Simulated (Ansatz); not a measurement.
`C[CH2][AlH][Br]` + H–F → `[F][AlH][Br]` + ethane at 500 K and 1 bar (ligand exchange at the Al–C bond).

Calculated with Ansatz (gas phase, PBE0-D4/def2-TZVP geometries, no zero-point term in ΔE). CCSD(T)/CBS adds triple-zeta CCSD(T) − MP2 to the extrapolated MP2 energy (def2 sets, frozen cores). This one scheme is used for every species. For Br outer-core shells are correlated without core-valence functions, which leaves a few kJ/mol of doubt a bond. Scalar relativity is left out up to krypton. Each species was taken in one conformer, which may not be the lowest.

```csv
species,CCSD(T)/CBS energy (Eh),H − E (kJ/mol),S (J/(mol·K))
`C[CH2][AlH][Br]`,-2895.11728,233.3,412.0
H–F,-100.39570,39.4,188.7
`[F][AlH][Br]`,-2915.86674,53.8,327.2
`CC`,-79.71954,220.5,259.9
```

H − E and S are ideal-gas, rigid-rotor, harmonic terms from PBE0-D4/def2-TZVP, for one conformer and one mirror image of each species. 1 Eh = 2625.50 kJ/mol, R = 8.31446 J/(mol·K).

Task: By hand: ΔE, ΔH, ΔS and ΔG.

Result: ΔE = (-2915.86674) + (-79.71954) − (-2895.11728) − (-100.39570) = -0.07330 Eh = -192.4 kJ/mol. Δ(H − E) = 53.8 + 220.5 − 233.3 − 39.4 = 1.6, so ΔH = -190.8 kJ/mol. ΔS = 327.2 + 259.9 − 412.0 − 188.7 = -13.6 J/(mol·K). ΔG = -190.8 − 500 × (-13.6)/1000 = -184.0 kJ/mol.

Task: By hand: the equilibrium constant, and the temperature at which ΔG would vanish if ΔH and ΔS stayed fixed.

Result: log₁₀ K = −ΔG/(RT ln 10) = 19.2. ΔG = 0 at ΔH/ΔS = 14029 K, far beyond where these terms or the molecules hold.

The number of gas molecules stays the same, so ΔS is small and ΔH decides. A doubt of 5 kJ/mol in ΔE shifts log₁₀ K by 0.5 here. Other conformers and mirror images would add mixing entropy, several J/(mol·K) or more a flexible species. Modes under 60 cm⁻¹, often nearly free rotors, make the harmonic entropy too high. These are equilibria of isolated gas molecules and say nothing of rates. Largest T1 diagnostic: 0.009 (customary marks: 0.02 for closed shells, 0.045 for open ones).
